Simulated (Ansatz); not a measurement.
Basis-set extrapolation for AlH$_{9}$Si$_{3}$, SMILES `[AlH2][SiH2][SiH2][SiH3]` (PBE0-D4/def2-TZVP geometry, frozen core, Ansatz). Multiplicity 1, RHF reference.

```tsv
	def2-TZVPP	def2-QZVPP
HF	-1113.963430	-1113.997058
MP2 correlation	-0.471787	-0.505543
CCSD(T) correlation	-0.574111	not run
```

Energies in hartree. Use E(X) = E(∞) + A·exp(−7.88·√X) for Hartree–Fock and E(X) = E(∞) + B·X^(−2.97) for correlation, with X = 3 and 4, and add CCSD(T) minus MP2 of the smaller set to the MP2 limit.

Q: What is the CCSD(T) energy at the basis-set limit?

A: HF limit: -1113.997058 + (-0.033628) × 0.13774 = -1114.00169. MP2 limit: -0.505543 + (-0.033756) × 0.74074 = -0.53055. Higher-order term: -0.574111 − (-0.471787) = -0.10232. Total: -1114.63456 hartree, 254.7 kJ/mol below CCSD(T)/def2-TZVPP.
